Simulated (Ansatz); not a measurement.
CH$_{5}$AlINSi (`[I][Al]1[CH2][SiH2][NH]1`) at its PBE0-D4/def2-TZVP geometry, where that method's forces vanish. Total charge 0; spin multiplicity 1. I takes the def2 core potential.

```xyz
10

I     1.7541    3.1464    1.3542
Al    0.6233    1.1393    0.4864
C     0.9838   -0.7575    0.1821
Si   -0.7870   -0.7750   -0.4621
N    -1.0190    0.9276   -0.1553
H     1.7477   -0.9946   -0.5601
H     1.1583   -1.3677    1.0697
H    -0.9082   -1.1431   -1.9014
H    -1.7094   -1.6515    0.3141
H    -1.8436    1.4762   -0.3277
```

**Question.** What forces (eV/Å) does r2SCAN-D4/def2-TZVPP give on these atoms in Ansatz 0.2.0? (Estimate.)

**Answer.** The calculation gave: 
```
I1   0.025  0.043  0.019
Al2  0.025 -0.011  0.007
C3  -0.001 -0.014 -0.003
Si4 -0.010 -0.063 -0.018
N5  -0.035  0.034 -0.005
H6   0.004 -0.018  0.022
H7   0.019 -0.009 -0.020
H8   0.002  0.005  0.020
H9   0.013  0.012 -0.010
H10 -0.041  0.020 -0.010
```
